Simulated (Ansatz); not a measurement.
Relaxation of C$_{2}$H$_{4}$AsB (8 atoms, charge 0, multiplicity 1), to a largest force component of 0.015 eV/Å in at most 40 steps.

These are results of RKS PBE0-D4/def2-SVP in Ansatz 0.2.0, not measurements.

```xyz
8
Properties=species:S:1:pos:R:3
B -0.433 1.710 2.203
C -0.312 0.975 1.126
C 0.333 0.441 -0.067
As -0.902 -0.870 -0.959
H 0.543 1.236 -0.793
H 1.274 -0.064 0.176
H 0.203 -1.495 -1.771
H -0.705 -1.933 0.084
```

Q: Where does it end, and by what steps?

A: It did not converge within its limit. After 39 steps the energy has fallen by 5.588 eV; B1 moved furthest, 3.21 Å. Parted: As4–H7, As4–H8. Joined: B1–As4, B1–H7, C2–As4, C2–H8.

```json
{"step": "0", "energy less start (eV)": "0.0000", "largest force component (eV/Å)": "4.188", "accepted": "yes"}
{"step": "2", "energy less start (eV)": "-0.2974", "largest force component (eV/Å)": "0.297", "accepted": "yes"}
{"step": "4", "energy less start (eV)": "-0.3115", "largest force component (eV/Å)": "0.136", "accepted": "yes"}
{"step": "6", "energy less start (eV)": "-0.3210", "largest force component (eV/Å)": "0.213", "accepted": "yes"}
{"step": "8", "energy less start (eV)": "-0.3486", "largest force component (eV/Å)": "0.381", "accepted": "yes"}
{"step": "10", "energy less start (eV)": "-0.4439", "largest force component (eV/Å)": "0.343", "accepted": "yes"}
{"step": "12", "energy less start (eV)": "-0.5529", "largest force component (eV/Å)": "0.614", "accepted": "yes"}
{"step": "14", "energy less start (eV)": "-0.7663", "largest force component (eV/Å)": "0.672", "accepted": "yes"}
{"step": "16", "energy less start (eV)": "-1.4878", "largest force component (eV/Å)": "1.425", "accepted": "yes"}
{"step": "18", "energy less start (eV)": "-2.3975", "largest force component (eV/Å)": "1.207", "accepted": "yes"}
{"step": "20", "energy less start (eV)": "-3.0108", "largest force component (eV/Å)": "1.049", "accepted": "yes"}
{"step": "22", "energy less start (eV)": "-3.2948", "largest force component (eV/Å)": "0.738", "accepted": "yes"}
{"step": "24", "energy less start (eV)": "-3.4350", "largest force component (eV/Å)": "0.457", "accepted": "yes"}
{"step": "26", "energy less start (eV)": "-3.4681", "largest force component (eV/Å)": "0.115", "accepted": "yes"}
{"step": "28", "energy less start (eV)": "-3.4708", "largest force component (eV/Å)": "0.041", "accepted": "yes"}
{"step": "30", "energy less start (eV)": "-3.4736", "largest force component (eV/Å)": "0.089", "accepted": "yes"}
{"step": "32", "energy less start (eV)": "-3.5350", "largest force component (eV/Å)": "0.595", "accepted": "yes"}
{"step": "34", "energy less start (eV)": "-3.7440", "largest force component (eV/Å)": "0.773", "accepted": "yes"}
{"step": "36", "energy less start (eV)": "-4.2326", "largest force component (eV/Å)": "1.000", "accepted": "yes"}
{"step": "38", "energy less start (eV)": "-5.0721", "largest force component (eV/Å)": "1.895", "accepted": "yes"}
{"step": "39", "energy less start (eV)": "-5.5883", "largest force component (eV/Å)": "1.495", "accepted": "yes"}
```

```xyz
8
Properties=species:S:1:pos:R:3
B -0.012 -1.127 0.759
C -0.568 0.256 0.455
C 0.383 0.756 -0.593
As -0.404 -0.945 -1.200
H 0.094 1.636 -1.175
H 1.446 0.751 -0.323
H 0.509 -2.154 1.296
H -1.449 0.828 0.782
```

Run time: 4.9 min on 1 thread of Arm Neoverse N1 (shared host), peak memory 0.2 GiB.
